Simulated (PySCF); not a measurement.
**How methods differ on the excitation energy of Pm**

Pm [Xe] 4f5 6s2 (high-spin determinant) → Pm [Xe] 4f4 5d1 6s2 (high-spin determinant), as a difference of total energies. Calculation: PySCF 2.14, in cc-pVDZ-X2C (8s7p5d3f1g, 84 functions); the spin-free X2C one-electron Hamiltonian (Gaussian nucleus). Correlated levels: valence: [Kr] 4d10 frozen. The calculations carry no spin-orbit coupling.

```
           method  excitation energy (eV)
              UHF                   0.040
    MP2 (valence)                   1.239
SCS-MP2 (valence)                   0.748
   CCSD (valence)                   0.828
CCSD(T) (valence)                   0.817
```

Problem. How much does correlation contribute at CCSD(T) (valence)?

Solution. 0.817 − (0.040) = 0.777 eV, measured against UHF.

A first-order spin-orbit estimate (lowest level to lowest level, LS coupling) adds -0.208 eV.

The coupled-cluster amplitudes are large for the upper state (T1 above 0.03 or a double amplitude above 0.15), so a single reference is strained.

The determinant of the lower state and of the upper state mixes LS terms, which raises its energy above the lowest term, most at the Hartree-Fock and MP2 levels.
